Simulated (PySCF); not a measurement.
2-(disilanyl)ethanol (C2H10OSi2), SMILES OCC[SiH2][SiH3]. The structure is a stationary point at B3LYP-D3(BJ)/def2-SVP. One conformer was computed; it need not be the lowest.

Computed equilibrium geometry at B3LYP-D3(BJ)/def2-SVP (PySCF confirms it by a frequency run) as a Z-matrix (one conformer of several):
```
C
H 1 1.1037
H 1 1.1062 2 106.49
C 1 1.5289 2 109.17 3 -118.58
H 4 1.1027 1 110.05 2 -63.70
H 4 1.1102 5 106.31 1 118.77
O 4 1.4114 5 105.70 6 118.62
H 7 0.9663 4 107.90 5 -179.22
Si 1 1.9009 2 108.50 3 115.44
H 9 1.4940 1 109.30 2 -55.74
H 9 1.4958 10 107.91 1 119.69
Si 9 2.3529 10 109.51 11 118.60
H 12 1.4932 9 111.00 10 -53.93
H 12 1.4940 13 108.45 9 121.56
H 12 1.4943 13 108.65 14 117.40
```
Charge 0, spin multiplicity 1.
